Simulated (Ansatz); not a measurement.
`[SiH3]C1O[SiH2]1` and `[SiH3]C1[SiH2][Te]1` differ in one element.

Ansatz, PBE0-D4/def2-TZVP geometries, multiplicity 1. 

Elements past krypton have def2 core potentials.

| property | `[SiH3]C1O[SiH2]1` |
| --- | --- |
| HOMO–LUMO gap (B3LYP/def2-TZVPP) / eV | 6.51 |
| HOMO energy (ωB97M-V/def2-TZVPP) / eV | -9.88 |
| size of the dipole moment (PBE/def2-TZVPP) / D | 1.73 |
| LUMO energy (ωB97M-V/def2-TZVPP) / eV | 1.01 |
| HOMO–LUMO gap (PBE0/def2-TZVPP) / eV | 6.96 |
| HOMO energy (PBE0/def2-TZVPP) / eV | -7.67 |

Problem. What does the change do to each property? (Best estimate.)

Solution. The calculation gave: 
| property | `[SiH3]C1[SiH2][Te]1` | shift |
| --- | --- | --- |
| HOMO–LUMO gap (B3LYP/def2-TZVPP) / eV | 4.47 | -2.04 |
| HOMO energy (ωB97M-V/def2-TZVPP) / eV | -8.32 | 1.56 |
| size of the dipole moment (PBE/def2-TZVPP) / D | 1.16 | -0.57 |
| LUMO energy (ωB97M-V/def2-TZVPP) / eV | 0.46 | -0.55 |
| HOMO–LUMO gap (PBE0/def2-TZVPP) / eV | 4.88 | -2.08 |
| HOMO energy (PBE0/def2-TZVPP) / eV | -6.26 | 1.41 |

With PBE0 the HOMO rises by 1.41 eV and the LUMO falls by 0.66 eV, so the gap narrows by about 2.07 eV. PBE moves the HOMO by 1.16 eV and ωB97M-V by 1.56 eV. Dipoles are sizes alone; their direction can turn.

B3LYP here is the variant with VWN-RPA as its local correlation; programs differ in this.

Spin–orbit coupling is left out; it splits and shifts lone-pair levels of the heavy atoms by tenths of an eV.
